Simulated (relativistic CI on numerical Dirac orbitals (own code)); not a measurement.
**Electric-dipole transitions in Ge XXX**

These numbers are calculated, not measured: Dirac-Coulomb-Breit CI, KLI orbitals optimised for each configuration, model QED, unscaled Slater integrals (own radial code, finite nucleus).

Configuration list (outside the closed core 1s2): 2s, 2p, 3s, 3p, 3d, 4s, 4p, 4d, 4f, 5s, 5p, 5d, 5f, 5g. Levels of other configurations are missing.

| λ vac (Å) | Lower | Upper | A (s⁻¹) | log gf | S velocity/length |
| --- | --- | --- | --- | --- | --- |
| 4.6956 | 2p 2P°_1/2 [2] | 5d 2D_3/2 [19] | 6.85e+12 | -1.04 | 0.99 |
| 4.7647 | 2p 2P°_3/2 [3] | 5d 2D_5/2 [20] | 7.90e+12 | -0.79 | 1.00 |
| 5.1168 | 2s 2S_1/2 [1] | 4p 2P°_3/2 [11] | 7.86e+12 | -0.91 | 1.00 |
| 5.1271 | 2s 2S_1/2 [1] | 4p 2P°_1/2 [10] | 8.16e+12 | -1.19 | 1.00 |
| 5.2455 | 2p 2P°_1/2 [2] | 4d 2D_3/2 [12] | 1.48e+13 | -0.61 | 1.00 |
| 5.3302 | 2p 2P°_3/2 [3] | 4d 2D_5/2 [13] | 1.71e+13 | -0.36 | 1.00 |
| 6.8070 | 2s 2S_1/2 [1] | 3p 2P°_3/2 [6] | 1.76e+13 | -0.31 | 1.00 |
| 6.8506 | 2s 2S_1/2 [1] | 3p 2P°_1/2 [5] | 1.86e+13 | -0.58 | 1.00 |
| 7.0218 | 2p 2P°_1/2 [2] | 3d 2D_3/2 [7] | 4.51e+13 | 0.13 | 1.00 |
| 7.1658 | 2p 2P°_3/2 [3] | 3d 2D_5/2 [8] | 5.30e+13 | 0.39 | 1.00 |
| 7.1809 | 2p 2P°_3/2 [3] | 3d 2D_3/2 [7] | 8.82e+12 | -0.56 | 1.00 |
| 7.3302 | 2p 2P°_3/2 [3] | 3s 2S_1/2 [4] | 4.59e+12 | -1.13 | 1.02 |
| 13.646 | 3s 2S_1/2 [4] | 5p 2P°_3/2 [18] | 1.28e+12 | -0.85 | 1.00 |
| 13.889 | 3p 2P°_1/2 [5] | 5d 2D_3/2 [19] | 2.35e+12 | -0.57 | 1.00 |
| 14.059 | 3p 2P°_3/2 [6] | 5d 2D_5/2 [20] | 2.78e+12 | -0.31 | 1.00 |
| 14.160 | 3d 2D_3/2 [7] | 5f 2F°_5/2 [21] | 3.47e+12 | -0.20 | 1.00 |
| 14.212 | 3d 2D_5/2 [8] | 5f 2F°_7/2 [22] | 3.69e+12 | -0.05 | 1.00 |
| 19.665 | 3s 2S_1/2 [4] | 4p 2P°_3/2 [11] | 2.30e+12 | -0.27 | 1.00 |
| 19.819 | 3s 2S_1/2 [4] | 4p 2P°_1/2 [10] | 2.45e+12 | -0.54 | 1.00 |
| 20.132 | 3p 2P°_1/2 [5] | 4d 2D_3/2 [12] | 4.73e+12 | 0.06 | 1.00 |
| 20.465 | 3p 2P°_3/2 [6] | 4d 2D_5/2 [13] | 5.68e+12 | 0.33 | 1.00 |
| 20.517 | 3p 2P°_3/2 [6] | 4d 2D_3/2 [12] | 9.54e+11 | -0.62 | 1.00 |
| 20.677 | 3d 2D_3/2 [7] | 4f 2F°_5/2 [14] | 1.05e+13 | 0.61 | 1.00 |
| 20.777 | 3d 2D_5/2 [8] | 4f 2F°_7/2 [15] | 1.12e+13 | 0.76 | 1.00 |
| 20.804 | 3d 2D_5/2 [8] | 4f 2F°_5/2 [14] | 7.43e+11 | -0.54 | 1.00 |
| 21.025 | 3p 2P°_3/2 [6] | 4s 2S_1/2 [9] | 1.30e+12 | -0.77 | 1.00 |
| 42.742 | 4s 2S_1/2 [9] | 5p 2P°_3/2 [18] | 5.42e+11 | -0.23 | 1.00 |
| 43.113 | 4s 2S_1/2 [9] | 5p 2P°_1/2 [17] | 5.80e+11 | -0.49 | 1.00 |
| 43.608 | 4p 2P°_1/2 [10] | 5d 2D_3/2 [19] | 9.77e+11 | 0.05 | 1.00 |
| 44.243 | 4p 2P°_3/2 [11] | 5d 2D_5/2 [20] | 1.19e+12 | 0.32 | 1.00 |
| 44.369 | 4p 2P°_3/2 [11] | 5d 2D_3/2 [19] | 2.00e+11 | -0.63 | 1.00 |
| 44.651 | 4d 2D_3/2 [12] | 5f 2F°_5/2 [21] | 1.96e+12 | 0.55 | 1.00 |
| 44.776 | 4p 2P°_1/2 [10] | 5s 2S_1/2 [16] | 2.07e+11 | -0.90 | 0.99 |
| 44.836 | 4d 2D_5/2 [13] | 5f 2F°_7/2 [22] | 2.09e+12 | 0.70 | 1.00 |
| 44.859 | 4f 2F°_5/2 [14] | 5g 2G_7/2 [23] | 3.33e+12 | 0.91 | 1.00 |
| 44.900 | 4d 2D_5/2 [13] | 5f 2F°_5/2 [21] | 1.40e+11 | -0.60 | 1.00 |
| 44.946 | 4f 2F°_7/2 [15] | 5g 2G_9/2 [24] | 3.45e+12 | 1.02 | 1.00 |
| 44.984 | 4f 2F°_7/2 [15] | 5g 2G_7/2 [23] | 1.23e+11 | -0.53 | 1.00 |
| 45.262 | 4d 2D_5/2 [13] | 5p 2P°_3/2 [18] | 1.54e+11 | -0.72 | 0.99 |
| 45.579 | 4p 2P°_3/2 [11] | 5s 2S_1/2 [16] | 4.46e+11 | -0.56 | 1.00 |
| 122.54 | 2s 2S_1/2 [1] | 2p 2P°_3/2 [3] | 1.06e+10 | -1.02 | 1.07 |
| 430.29 | 3s 2S_1/2 [4] | 3p 2P°_3/2 [6] | 1.48e+09 | -0.78 | 0.99 |
| 1035.8 | 4s 2S_1/2 [9] | 4p 2P°_3/2 [11] | 3.57e+08 | -0.64 | 0.99 |
| 1651.2 | 4p 2P°_1/2 [10] | 4d 2D_3/2 [12] | 7.16e+07 | -0.93 | 0.96 |
| 2039.5 | 5s 2S_1/2 [16] | 5p 2P°_3/2 [18] | 1.17e+08 | -0.53 | 0.99 |

Terms are leading LS components. Brackets give the number of a level in order of energy, since labels repeat. The list gives strong lines, with weight on those to low levels. Levels whose partners in the same complex of configurations lie outside the list can be far off, and so can their lines. Rates are taken at the computed energies, electric ones in the length gauge. A velocity-to-length ratio far from 1 marks an uncertain rate.

At this charge energies of transitions that change n are usually good to better than 1 %, and those within a shell (Δn = 0) to a few per cent.
